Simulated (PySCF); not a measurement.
**Name the molecule from its bond curve**

A diatomic of charge 0 contains H. Its doublet curve at PBE0 in a triple-zeta basis (no relativity, PySCF), in eV from the separated fragments:

| R (Å) | E (eV) |
| --- | --- |
| 1.166 | -2.055 |
| 1.220 | -2.228 |
| 1.275 | -2.330 |
| 1.315 | -2.368 |
| 1.356 | -2.380 |
| 1.397 | -2.370 |
| 1.451 | -2.326 |
| 1.519 | -2.236 |
| 1.600 | -2.088 |
| 1.709 | -1.849 |

The fit gives ωe = 2022 cm⁻¹ and the rotational constant Bₑ = 10.12 cm⁻¹.

Task: Which atom is the partner?

Result: The minimum lies at 1.356 Å, so the reduced mass is 16.8576 u Å² cm⁻¹/(Bₑ·Re²) = 0.9059 u. With H at 1.01 u the partner weighs about 8.8 u: Be. The molecule is BeH.

The state was picked by a PBE0 search and need not be the measured ground state.
